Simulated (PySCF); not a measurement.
PySCF input file for Si(F)2(Me)(NCO) (C2H3F2NOSi), SMILES C[Si](F)(N=C=O)F, PBE-D3(BJ)/def2-SVP. The structure is a stationary point at PBE-D3(BJ)/def2-SVP. The values are those of a single conformer.

```python
import numpy as np
from pyscf import gto, scf, dft, df
from pyscf.hessian import thermo

mol = gto.M(
    atom='''
    C     1.60456556    1.56614560    0.00000001
    Si   -0.05155412    0.74947439   -0.00000000
    F    -0.92147939    1.18782245   -1.30128545
    F    -0.92147940    1.18782246    1.30128545
    N     0.06824367   -0.95731345   -0.00000000
    C     0.07985834   -2.16785343   -0.00000000
    O     0.10767280   -3.34651529    0.00000001
    H     2.18242314    1.27053470    0.89809031
    H     1.49790897    2.66904840   -0.00000000
    H     2.18242316    1.27053469   -0.89809031
    ''',
    basis='def2-SVP',
    charge=0,
    spin=0,
    max_memory=1600,
    verbose=3,
)
mf = dft.RKS(mol, xc='pbe').density_fit(auxbasis='def2-universal-jkfit')
mf.disp = 'd3bj'
mf.grids.level = 3
mf.conv_tol = 1e-11
mf.max_cycle = 100
mf.kernel()

# [left out here: the lines that compute and print the analytic Hessian (its translational invariance restored by hand, since the grid's response is missing), thermochemistry and intensities]
```

Program output:

```
converged SCF energy = -696.397544994201

WARN: DFTD3 does not support analytical Hessian, using finite difference


WARN: Mole.unit (angstrom) is changed to Bohr

Mode                                 0                   1                   2
Irrep
Freq [cm^-1]                       38.5905             43.4643            129.3890
Reduced mass [au]                   7.4204             12.9293              1.0310
Force const [Dyne/A]                0.0065              0.0144              0.0102
Char temp [K]                      55.5232             62.5355            186.1620
Normal mode                   x     y     z       x     y     z       x     y     z
       0   C                 0.03 -0.12  0.00   -0.00  0.00  0.02    0.00 -0.00  0.00
       1  Si                -0.03 -0.00 -0.00    0.00  0.00 -0.03   -0.00 -0.00 -0.00
       2   F                 0.00  0.06  0.00   -0.01  0.09  0.01    0.01 -0.02 -0.01
       3   F                 0.00  0.06 -0.00    0.01 -0.09  0.01   -0.01  0.02 -0.01
       4   N                -0.15 -0.01 -0.00    0.00  0.00 -0.15   -0.00 -0.00  0.02
       5   C                 0.01 -0.01  0.00   -0.00  0.00  0.00   -0.00 -0.00  0.01
       6   O                 0.14 -0.00  0.00   -0.00  0.00  0.13    0.00 -0.00 -0.00
       7   H                 0.01 -0.16  0.00    0.01 -0.06 -0.00    0.21 -0.44 -0.28
       8   H                 0.11 -0.11 -0.00   -0.00  0.00  0.10    0.00 -0.00  0.57
       9   H                 0.01 -0.16 -0.00   -0.01  0.06 -0.00   -0.21  0.44 -0.28
Mode                                 3                   4                   5
Irrep
Freq [cm^-1]                      202.5544            202.7066            284.1481
Reduced mass [au]                   3.7984              4.1153             10.8089
Force const [Dyne/A]                0.0918              0.0996              0.5142
Char temp [K]                     291.4307            291.6497            408.8258
Normal mode                   x     y     z       x     y     z       x     y     z
       0   C                -0.06  0.13  0.00    0.00 -0.00  0.13    0.02 -0.03  0.00
       1  Si                 0.01 -0.02 -0.00   -0.00  0.00 -0.03   -0.02  0.05 -0.00
       2   F                 0.07  0.00 -0.03   -0.08 -0.08 -0.00    0.03 -0.10 -0.08
       3   F                 0.07  0.00  0.03    0.08  0.08 -0.00    0.03 -0.10  0.08
       4   N                -0.13 -0.04 -0.00    0.00  0.00 -0.07   -0.05  0.06  0.00
       5   C                -0.05 -0.04 -0.00    0.00  0.00 -0.03   -0.02  0.07  0.00
       6   O                 0.02 -0.03  0.00   -0.00  0.00  0.01    0.01  0.07 -0.00
       7   H                -0.01  0.25  0.00   -0.16 -0.06  0.21   -0.02 -0.09 -0.00
       8   H                -0.27  0.11  0.00    0.00 -0.00  0.21    0.14 -0.02  0.00
       9   H                -0.01  0.25 -0.00    0.16  0.06  0.21   -0.02 -0.09  0.00
Mode                                 6                   7                   8
Irrep
Freq [cm^-1]                      295.1462            347.9472            557.3786
Reduced mass [au]                   8.3211             10.7373              6.8886
Force const [Dyne/A]                0.4271              0.7659              1.2609
Char temp [K]                     424.6496            500.6185            801.9437
Normal mode                   x     y     z       x     y     z       x     y     z
       0   C                -0.00  0.00  0.03   -0.10 -0.05 -0.00   -0.09 -0.07  0.00
       1  Si                 0.00 -0.00 -0.08   -0.08 -0.02  0.00    0.01 -0.09  0.00
       2   F                -0.05  0.08 -0.03    0.05  0.05 -0.08    0.03 -0.01  0.06
       3   F                 0.05 -0.08 -0.03    0.05  0.05  0.08    0.03 -0.01 -0.06
       4   N                 0.00 -0.00  0.15    0.10 -0.01 -0.00    0.01  0.06  0.00
       5   C                 0.00 -0.00  0.06    0.04 -0.02 -0.00   -0.02  0.09  0.00
       6   O                -0.00 -0.00 -0.02   -0.01 -0.02 -0.00    0.01  0.11  0.00
       7   H                -0.13 -0.06  0.10   -0.11 -0.07 -0.00   -0.06  0.02  0.01
       8   H                -0.00  0.00  0.10   -0.06 -0.05 -0.00   -0.27 -0.09  0.00
       9   H                 0.13  0.06  0.10   -0.11 -0.07  0.00   -0.06  0.02 -0.01
Mode                                 9                  10                  11
Irrep
Freq [cm^-1]                      584.0092            587.7327            719.8352
Reduced mass [au]                  12.6077             12.7247              2.7716
Force const [Dyne/A]                2.5335              2.5897              0.8461
Char temp [K]                     840.2592            845.6165           1035.6826
Normal mode                   x     y     z       x     y     z       x     y     z
       0   C                 0.01  0.01  0.00    0.00  0.00 -0.00    0.15 -0.01  0.00
       1  Si                -0.00  0.01  0.00   -0.00  0.00  0.00   -0.04 -0.08 -0.00
       2   F                -0.00  0.00 -0.01    0.00  0.00  0.00   -0.03  0.02 -0.05
       3   F                -0.00  0.00  0.01   -0.00 -0.00  0.00   -0.03  0.02  0.05
       4   N                 0.09 -0.00 -0.00    0.00 -0.00  0.10    0.01  0.01  0.00
       5   C                -0.24 -0.01  0.00   -0.00 -0.00 -0.24    0.01  0.03 -0.00
       6   O                 0.10 -0.01 -0.00    0.00 -0.00  0.10   -0.00  0.04 -0.00
       7   H                 0.00 -0.01 -0.00   -0.00 -0.00  0.00    0.26  0.26  0.02
       8   H                 0.03  0.01 -0.00    0.00  0.00 -0.00   -0.21 -0.04 -0.00
       9   H                 0.00 -0.01  0.00    0.00  0.00  0.00    0.26  0.26 -0.02
Mode                                12                  13                  14
Irrep
Freq [cm^-1]                      758.1310            793.2628            891.7191
Reduced mass [au]                   1.4387              2.0817              8.5662
Force const [Dyne/A]                0.4872              0.7718              4.0132
Char temp [K]                    1090.7816           1141.3286           1282.9852
Normal mode                   x     y     z       x     y     z       x     y     z
       0   C                -0.00 -0.00  0.13    0.03  0.13  0.00    0.06 -0.01 -0.00
       1  Si                 0.00  0.00  0.01   -0.05 -0.09  0.00   -0.12  0.05  0.00
       2   F                -0.04  0.01 -0.04    0.02  0.01  0.02    0.06 -0.03  0.08
       3   F                 0.04 -0.01 -0.04    0.02  0.01 -0.02    0.06 -0.03 -0.08
       4   N                -0.00 -0.00  0.01   -0.01  0.00 -0.00    0.01  0.00 -0.00
       5   C                 0.00 -0.00  0.00   -0.00  0.02  0.00    0.00 -0.01  0.00
       6   O                -0.00 -0.00 -0.00   -0.00  0.04 -0.00   -0.00 -0.02  0.00
       7   H                 0.50  0.19 -0.14   -0.03 -0.19 -0.05    0.13  0.14  0.01
       8   H                 0.00 -0.00 -0.23    0.58  0.18 -0.00   -0.05 -0.01  0.00
       9   H                -0.50 -0.19 -0.14   -0.03 -0.19  0.05    0.13  0.14 -0.01
Mode                                15                  16                  17
Irrep
Freq [cm^-1]                      948.8130           1236.7111           1375.4933
Reduced mass [au]                  11.7802              1.2966              1.0466
Force const [Dyne/A]                6.2484              1.1684              1.1667
Char temp [K]                    1365.1306           1779.3519           1979.0286
Normal mode                   x     y     z       x     y     z       x     y     z
       0   C                 0.00 -0.00 -0.04   -0.13 -0.06 -0.00    0.00 -0.00 -0.06
       1  Si                 0.00  0.00  0.13    0.02  0.00  0.00    0.00 -0.00 -0.01
       2   F                -0.05  0.03 -0.09   -0.00  0.00 -0.00   -0.00  0.00  0.00
       3   F                 0.05 -0.03 -0.09   -0.00  0.00  0.00    0.00 -0.00  0.00
       4   N                -0.00 -0.00 -0.01   -0.00  0.00 -0.00   -0.00 -0.00  0.00
       5   C                 0.00 -0.00 -0.00   -0.00 -0.00 -0.00   -0.00 -0.00  0.00
       6   O                -0.00  0.00  0.00    0.00 -0.01 -0.00    0.00  0.00 -0.00
       7   H                -0.12 -0.03  0.04    0.36  0.29 -0.18    0.09  0.46  0.05
       8   H                -0.00 -0.00  0.08    0.51  0.01 -0.00    0.00 -0.00  0.71
       9   H                 0.12  0.03  0.04    0.36  0.29  0.18   -0.09 -0.46  0.05
Mode                                18                  19                  20
Irrep
Freq [cm^-1]                     1377.5835           1496.9959           2415.8561
Reduced mass [au]                   1.0454             14.7855             12.7188
Force const [Dyne/A]                1.1689             19.5221             43.7359
Char temp [K]                    1982.0359           2153.8438           3475.8790
Normal mode                   x     y     z       x     y     z       x     y     z
       0   C                -0.02  0.05 -0.00    0.00  0.00 -0.00    0.00 -0.00  0.00
       1  Si                -0.00  0.01 -0.00    0.00 -0.03  0.00    0.00 -0.00 -0.00
       2   F                 0.00 -0.00 -0.00   -0.00 -0.00 -0.00    0.00 -0.00  0.00
       3   F                 0.00 -0.00  0.00   -0.00 -0.00  0.00    0.00 -0.00 -0.00
       4   N                 0.00  0.00  0.00   -0.01  0.20 -0.00   -0.00  0.12  0.00
       5   C                 0.00  0.00  0.00   -0.00  0.04 -0.00    0.00 -0.24  0.00
       6   O                -0.00 -0.00 -0.00    0.00 -0.16  0.00   -0.00  0.09 -0.00
       7   H                 0.36 -0.36 -0.38   -0.01 -0.00  0.01    0.00  0.00 -0.00
       8   H                -0.37  0.01  0.00   -0.00 -0.00 -0.00   -0.01 -0.00 -0.00
       9   H                 0.36 -0.36  0.38   -0.01 -0.00 -0.01    0.00  0.00  0.00
Mode                                21                  22                  23
Irrep
Freq [cm^-1]                     2989.4255           3092.9530           3094.0814
Reduced mass [au]                   1.0362              1.1023              1.1025
Force const [Dyne/A]                5.4559              6.2131              6.2185
Char temp [K]                    4301.1178           4450.0708           4451.6943
Normal mode                   x     y     z       x     y     z       x     y     z
       0   C                -0.04 -0.02  0.00    0.00 -0.00 -0.09   -0.04  0.08 -0.00
       1  Si                 0.00  0.00  0.00    0.00 -0.00 -0.00   -0.00  0.00  0.00
       2   F                -0.00  0.00 -0.00    0.00  0.00  0.00    0.00 -0.00  0.00
       3   F                -0.00  0.00  0.00   -0.00 -0.00  0.00    0.00 -0.00 -0.00
       4   N                 0.00  0.00 -0.00    0.00  0.00  0.00   -0.00 -0.00  0.00
       5   C                -0.00 -0.00 -0.00    0.00  0.00 -0.00   -0.00 -0.00 -0.00
       6   O                 0.00  0.00  0.00   -0.00 -0.00 -0.00    0.00  0.00  0.00
       7   H                 0.29 -0.16  0.46    0.36 -0.18  0.54    0.20 -0.09  0.32
       8   H                -0.06  0.56  0.00   -0.00  0.00 -0.01    0.07 -0.77 -0.00
       9   H                 0.29 -0.16 -0.46   -0.36  0.18  0.54    0.20 -0.09 -0.32
temperature 298.1500 [K]
pressure 101325.00 [Pa]
Rotational constants [GHz] 3.59814 1.19154 1.16808
Symmetry number 1
Zero-point energy (ZPE) 0.05573 [Eh]   146326.782 [J/mol]
                           tot       elec      trans        rot        vib
Entropy [J/mol/K]       389.877      0.000    168.775    119.465    101.636
Cv [J/mol/K]            114.415      0.000     12.472     12.472     89.471
Cp [J/mol/K]            122.729      0.000     20.786     12.472     89.471
Internal energy [J/mol]                      3718.434   3718.434 161199.942
Internal energy [Eh]   -696.33331  -696.39754
Enthalpy [J/mol]                             6197.391   3718.434 161199.942
Enthalpy [Eh]          -696.33237
Gibbs free energy [J/mol]                  -44123.011 -31899.992 130897.041
Gibbs free energy [Eh] -696.37664
mode   freq/cm-1   IR/(km/mol)
   1       38.59         0.626
   2       43.46         0.006
   3      129.39         0.000
   4      202.55         0.129
   5      202.71         0.000
   6      284.15        19.167
   7      295.15        10.210
   8      347.95        52.572
   9      557.38        58.424
  10      584.01        24.136
  11      587.73        25.419
  12      719.84        55.619
  13      758.13         4.729
  14      793.26       194.392
  15      891.72       204.728
  16      948.81       176.433
  17     1236.71        43.572
  18     1375.49         5.185
  19     1377.58         2.223
  20     1497.00        63.349
  21     2415.86      1261.241
  22     2989.43         0.296
  23     3092.95         0.116
  24     3094.08         0.192
max |gradient| / (hartree/bohr): 0.00018657180354554213
APT charges: [-0.4227  2.2848 -0.6395 -0.6395 -1.2383  1.203  -0.6954  0.0503  0.047
  0.0503]
```

The run converged.
